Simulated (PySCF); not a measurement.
## Cost of response and excited-state runs on `F[C@](OC)(CF)OC=O`, C$_{4}$H$_{6}$F$_{2}$O$_{3}$

Cartesian coordinates in Å; atom numbers follow the order of the lines, from 1:
```xyz
15

C    -1.667    1.538    0.157
O    -1.374    0.168   -0.132
C    -0.141   -0.264    0.197
F     0.038   -0.178    1.573
C    -0.009   -1.748   -0.184
F     0.258   -1.852   -1.516
O     0.842    0.560   -0.385
C     2.143    0.256   -0.273
O     2.624   -0.664    0.302
H    -2.712    1.664   -0.112
H    -1.524    1.741    1.221
H    -1.039    2.200   -0.439
H     0.816   -2.205    0.369
H    -0.962   -2.245    0.014
H     2.702    1.036   -0.813
```

PySCF with density fitting, on 1 thread of an Arm Neoverse V1, shared host. Command: `OMP_NUM_THREADS=1 python excited_run.py task.json out`

Problem. How long does this run take, and how much memory?
- first hyperpolarisability, wB97X-D/def2-SVPD; wavelengths [1550, 1064, 694.3] nm

Solution. 
| run | level | basis functions | wall time | peak memory (GiB) |
| --- | --- | --- | --- | --- |
| first hyperpolarisability | wB97X-D/def2-SVPD | 243 | 61 s | 0.93 |

Times from a shared host are rough.
